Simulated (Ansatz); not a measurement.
Job for Ansatz (a quantum-chemistry and plane-wave program): R-BLYP/def2-TZVPP on CrF6 (SMILES [F][Cr]([F])([F])([F])([F])[F]).

Ansatz 0.2 input:
```yaml
crystal:
  periodic: [false, false, false]
  atoms:
    - {symbol: Cr, position_ang: [-0.00000000, 0.00000000, -0.00000000]}
    - {symbol: F, position_ang: [1.72663286, 0.00000000, 0.00000000]}
    - {symbol: F, position_ang: [-1.72663286, 0.00000000, 0.00000000]}
    - {symbol: F, position_ang: [0.00000000, 1.72663286, 0.00000000]}
    - {symbol: F, position_ang: [0.00000000, -1.72663286, -0.00000000]}
    - {symbol: F, position_ang: [-0.00000000, 0.00000000, 1.72663286]}
    - {symbol: F, position_ang: [0.00000000, -0.00000000, -1.72663286]}
basis:
  gaussian:
    orbitals: def2-TZVPP
hamiltonian:
  xc: {name: BLYP}
scf: {lower_state_search: off}
```

It printed:

```
WARN ansatz: RAYON_NUM_THREADS=4 ignored (pool sized by the plan → 4); use --threads N
Functional definition: BLYP
these checks for a lower state are left out or cut short: stability, starts, cluster_reference, orbital_swaps, neighbouring_geometries, increment
integrals: 0.22 GiB planned
1355 factors; their error is unknown
mean field: 1.33 GiB planned
mean field evaluation 1: about -44707.6136 eV, gradient 1.4e2 eV
mean field evaluation 2: about -44060.1401 eV, gradient 7.0e2 eV
mean field evaluation 4: about -44675.3885 eV, gradient 2.4e2 eV
mean field evaluation 8: about -44733.3855 eV, gradient 1.1e-1 eV
mean field -44733.38553636 eV, -1643.9215970837 hartree, gradient 1.9e-6 eV, S^2 0.000000; 0 other end points of the search recorded, 0 dependent functions left out
reference -44733.38588973 eV, -1643.9216100695 hartree; 39, 39 occupied and 211, 211 virtual orbitals, 1355 factors
Total energy: -44733.38588973 eV, -1643.9216100695 hartree
Checks for a lower state left out: stability, starts, cluster_reference, orbital_swaps, neighbouring_geometries, increment
```

Self-consistency was reached.

Cost: around 6 core-seconds (rough).
